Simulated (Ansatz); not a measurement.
Input file for Ansatz (a program for electronic structure): R-B3LYP-D3(BJ)/def2-SVP on H6O6Sn2. Elements past Kr take the def2 small-core potentials; no spin–orbit coupling.

Ansatz 0.2 input:
```yaml
crystal:
  periodic: [false, false, false]
  atoms:
    - {symbol: O, position_ang: [-2.16930000, 1.44240000, -1.03840000]}
    - {symbol: Sn, position_ang: [-1.36270000, -0.06650000, -0.08260000]}
    - {symbol: O, position_ang: [-1.98150000, -1.67030000, -1.02410000]}
    - {symbol: O, position_ang: [-2.24860000, -0.11360000, 1.66560000]}
    - {symbol: Sn, position_ang: [1.35960000, 0.07520000, 0.08630000]}
    - {symbol: O, position_ang: [2.23650000, 0.17450000, -1.66470000]}
    - {symbol: O, position_ang: [2.16090000, -1.47320000, 0.98350000]}
    - {symbol: O, position_ang: [1.99560000, 1.64080000, 1.08120000]}
    - {symbol: H, position_ang: [-2.48730000, 2.14690000, -0.47270000]}
    - {symbol: H, position_ang: [-2.19960000, -1.52840000, -1.94630000]}
    - {symbol: H, position_ang: [-2.46540000, -0.99470000, 1.97420000]}
    - {symbol: H, position_ang: [2.46210000, 1.06260000, -1.94460000]}
    - {symbol: H, position_ang: [2.47330000, -2.15640000, 0.38920000]}
    - {symbol: H, position_ang: [2.22640000, 1.46070000, 1.99330000]}
basis:
  gaussian:
    orbitals: def2-SVP
hamiltonian:
  xc: b3lyp
  dispersion: d3bj
relax: {f_tol: 0.004, max_steps: 120}
scf: {lower_state_search: off}
```

Problem. Give the final energy of this run.

Solution. -883.4443 hartree.

Problem. How many basis functions does it have, and what does it roughly cost on one machine?

Solution. 166 functions; roughly 120 core-seconds.
